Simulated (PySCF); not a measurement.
Compound: F2H4S2Si2 (charge +1 and doublet state).
SMILES with atom numbers: `[F:1][Si:2]([F:3])([SH+:4])[S:5][SiH3:6]` (hydrogens: H7 on S4; H8, H9, H10 on Si6)

Level of theory: UKS B3LYP, pcH-1 on F H S Si, non-relativistic, mean-field spin-orbit, GIAO (PySCF 2.14.0). Geometry: GFN2-xTB, one conformer, isolated ion. A GFN2-xTB geometry isn't a minimum of the functional, and hyperfine couplings can be far from their values at a DFT geometry, by a factor of two or more for some ions and for spin on atoms past the first row.

Output of the driver script. Atoms in this output count from 0.

```
UKS, coarse grid
  cycle   1  E = -1577.24265076  |g| = 6.13e-01
  cycle   2  E = -1577.03502544  |g| = 1.04e+00
  cycle   3  E = -1577.36194399  |g| = 8.02e-02
  cycle   4  E = -1577.36374220  |g| = 3.44e-02
  cycle   5  E = -1577.36398710  |g| = 2.12e-02
  cycle   6  E = -1577.36421426  |g| = 1.19e-02
  cycle   7  E = -1577.36430947  |g| = 2.27e-03
  cycle   8  E = -1577.36431063  |g| = 1.60e-03
  cycle   9  E = -1577.36431206  |g| = 6.13e-04
UKS, final grid
  cycle   1  E = -1577.36430249  |g| = 1.43e-03
  cycle   2  E = -1577.36429078  |g| = 4.27e-03
  cycle   3  E = -1577.36430398  |g| = 2.62e-04
  cycle   4  E = -1577.36430400  |g| = 7.79e-05
  cycle   5  E = -1577.36430401  |g| = 4.45e-05
  cycle   6  E = -1577.36430401  |g| = 7.97e-06
E = -1577.36430401 Eh   <S^2> = 0.7553 (exact 0.7500)
g shifts (ppm)      1          2          3
  rmc          -244       -244       -244
  gc             13         44         31
  oz_so        4773      17282      32374
  total        4543      17083      32162
hyperfine (MHz)  atom isotope    a_iso     a_fc   dipolar eigenvalues
    0   19F      -7.51      -7.51    -14.28    -12.52     26.80
    1  29Si      31.77      31.77     -1.80     -0.24      2.03
    2   19F      -6.69      -6.69     -4.51     -3.14      7.64
    3   33S      13.54      13.54    -41.52    -40.31     81.83
    4   33S      17.82      17.82    -60.76    -59.07    119.84
    5  29Si      15.19      15.19     -3.08      0.25      2.83
    6    1H     -18.30     -18.30    -10.02      0.26      9.76
    7    1H      51.82      51.82     -2.27     -0.57      2.84
    8    1H       2.15       2.15     -1.66     -1.56      3.22
    9    1H      38.15      38.15     -1.84     -0.80      2.64
```

Question: The SCF converged. Which of these numbers needs a check, and why?

Answer: The largest g shift is +0.032, past the limit of 0.03 at which the run flags a species of elements up to argon. The orbital-Zeeman/spin–orbit term is second order, a sum of spin–orbit matrix elements over excitation energies, so it grows and becomes less reliable as an excited state comes close; a shift of this size calls for a check with another method. The contact and dipolar couplings don't rest on that expansion, but they belong to the state that the SCF found, and a close-lying state with the spin in another orbital would have other couplings; no stability test was run. The run left out the spin–orbit part of the hyperfine coupling.

Question: Where is the spin in this solution (atoms counted from 1)?

Answer: The Mulliken spin populations are largest on S5 (+0.62) and S4 (+0.41). ⟨S²⟩ = 0.7553 against the exact 0.7500, so spin contamination is small. The SMILES `F[Si](F)([SH+])S[SiH3]` draws the unpaired electron on S4, whose computed spin population is only +0.41.

Question: Average a_iso over equivalent nuclei, turn it into first-order splittings with g = 2.0023, and give the multiplets for abundant isotopes (0.05 mT or more).

Answer: 
| nuclei (from 1) | isotope | I | position | a_iso (MHz) | \|a\| (mT) | splits into |
| --- | --- | --- | --- | --- | --- | --- |
| H8/H9/H10 | 1H | 1/2 | 2 bonds from S5 | 30.7 | 1.10 | 1:3:3:1 quartet |
| H7 | 1H | 1/2 | 1 bond from S4 | -18.3 | 0.65 | 1:1 doublet |
| F1/F3 | 19F | 1/2 | 2 bonds from S5 | -7.1 | 0.25 | 1:2:1 triplet |

Class means assume fast exchange of nuclei equivalent by connectivity; if that motion is slow, each nucleus keeps its own coupling. The three 1H nuclei of mean +30.7 MHz run from 2.1 to 51.8 MHz in the frozen geometry. Main spin sites, with 60 % or more of the largest population: S4, S5; positions count bonds from the nearest.
